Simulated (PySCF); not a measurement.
## Zinc: a sound run and one with changed settings

Sound run: Zn⁺ [Ar] 3d10 4s1, Zn²⁺ [Ar] 3d10. Computed with PySCF 2.14 in cc-pVDZ-DK, with the spin-free X2C one-electron Hamiltonian (Gaussian nucleus). In the sound run the correlated levels freeze [Ar]. The sound run starts from symmetry-adapted Hartree-Fock orbitals and uses a fine grid where one is needed.

Changed run: no relativity, point nucleus. This setting is unsound on purpose.

```csv
species,method,sound run (hartree),changed run (hartree),converged
Zn⁺,UHF,-1793.98033,-1768.37526,yes
Zn⁺,r2SCAN,-1795.54260,-1769.94087,yes
Zn⁺,M06-L,-1795.49803,-1769.88944,yes
Zn⁺,MP2,-1794.38390,-1768.77403,yes
Zn⁺,CCSD(T),-1794.34971,-1768.74066,yes
Zn²⁺,UHF,-1793.36092,-1767.77025,yes
Zn²⁺,r2SCAN,-1794.86187,-1769.27872,yes
Zn²⁺,M06-L,-1794.83866,-1769.24983,yes
Zn²⁺,MP2,-1793.73473,-1768.14132,yes
Zn²⁺,CCSD(T),-1793.70233,-1768.10953,yes
```

Ionisation energy of Zn⁺:

| method | sound run (eV) | changed run (eV) |
| --- | --- | --- |
| UHF | 16.855 | 16.463 |
| r2SCAN | 18.524 | 18.018 |
| M06-L | 17.942 | 17.405 |
| MP2 | 17.665 | 17.217 |
| SCS-MP2 | 17.528 | 17.088 |
| CCSD | 17.566 | 17.129 |
| CCSD(T) | 17.616 | 17.174 |

Most of the change in total energy is the relativistic energy itself. On top of that the contraction fixes the core shape for the Hamiltonian it was made with, so the changed run is not a good calculation with the other Hamiltonian either.

For comparison, NIST gives 17.964 eV between the lowest levels.
